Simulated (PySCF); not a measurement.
Br3Fe, charge -1, multiplicity 5. Atoms are numbered in the order given.

```xyz
4

Fe     0.0000     0.0000     0.0000
Br     2.3935     0.0000     0.0000
Br    -1.1968     2.0728     0.0000
Br    -1.1968    -2.0728     0.0000
```
Charge -1, spin multiplicity 5.

Geometry optimised at PBE0-D3(BJ)/def2-SVPD. The spin state was assumed, not searched.

Method: PySCF with PBE0-D3(BJ)/def2-SVPD.

Frequencies are harmonic and unscaled.

Modes within 1.5 cm⁻¹ of each other (mostly degenerate sets) share a row, with their intensities summed.

Computed normal modes with their intensities:
| mode | ν (cm⁻¹) | IR (km/mol) | moving atoms (share of kinetic energy) |
|---|---|---|---|
| 1–2 | 59 | 1.4 | Br 89 %, Fe 11 % |
| 3 | 93 | 5.3 | Fe 81 %, Br 19 % |
| 4 | 175 | 0.0 | Br 100 % |
| 5–6 | 288 | 144.8 | Fe 70 %, Br 30 % |
